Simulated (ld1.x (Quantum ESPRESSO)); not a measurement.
# Tm, TM: configuration errors across variants

ld1.x (Quantum ESPRESSO) 7.5 input, shortened:

```
&input
   title='Tm', zed=69., rel=2, dft='PBE', iswitch=3,
   config='[Xe] 4f12 5d1 6s2 6p0', rel_dist='average'
 /
 &inputp
   pseudotype=2, tm=.true., lloc=-2, rcloc=1.55,
   nlcc=.false.
 /
3
6S  1  0   2.00   0.00  2.60  2.60  0.0
6P  2  1   0.00   0.00  3.40  3.40  0.0
5D  3  2   1.00   0.00  1.85  1.85  0.0
 &test
   configts(1)='5d1 6s2 6p0'
 /
```

Open shells are filled in proportion to 2j + 1 (rel_dist='average').

All-electron excitation energies from the reference (eV): (1) 5d1 6s1 6p0 7.150; (2) 5d1 6s0 6p0 20.084; (3) 5d1 6s1.5 6p0 2.894; (4) 5d1 6s1 6p1 3.233; (5) 5d2 6s1 6p0 2.637; (6) 5d0 6s2 6p1 1.186; (7) 5d2 6s0 6p0 9.250.

4 further variants failed, have other tests or another functional or relativity, and are left out.

A true bound ghost makes a file unfit for plane-wave use even where its test errors are small: the radial tests pick states by their node count and pass the ghost by.

Errors AE − PS in meV (a dash: test not solved or not reliable):

| change | (1) | (2) | (3) | (4) | (5) | (6) | (7) | bound ghosts |
| --- | --- | --- | --- | --- | --- | --- | --- | --- |
| base | +2.5 | +203 | -0.5 | +2.5 | +44 | +146 | +161 | s, p3/2, p1/2 |
| wave 6p (bound): rc 3.40 bohr becomes 6p (bound): rc 2.72 bohr | +2.5 | +203 | -0.5 | +6.8 | +44 | +153 | +161 | s, p3/2, p1/2 |
| wave 6s (bound): rc 2.60 bohr becomes 6s (bound): rc 1.92 bohr | +19 | +389 | +2.7 | +20 | +126 | +263 | +503 | s, p3/2, p1/2 |
| wave 5d (bound): rc 1.85 bohr becomes 5d (bound): rc 2.34 bohr | +2.5 | +203 | -0.5 | +2.5 | +44 | +145 | +161 | s, p3/2, p1/2 |
| local potential all-electron potential smoothed inside 3.48 bohr (lloc = -2) | +1.3 | +185 | -0.7 | +3.3 | +44 | +147 | +160 | none |

(1) Give the same row for: all radii scaled by about 1.22 (s 3.16, p 4.14, d 2.26 bohr); local potential all-electron potential smoothed inside 1.88 bohr (lloc = -2).

Results:

(1) +0.5, +207, -1.1, +4.1, +43, +159, +159; bound ghosts: s.
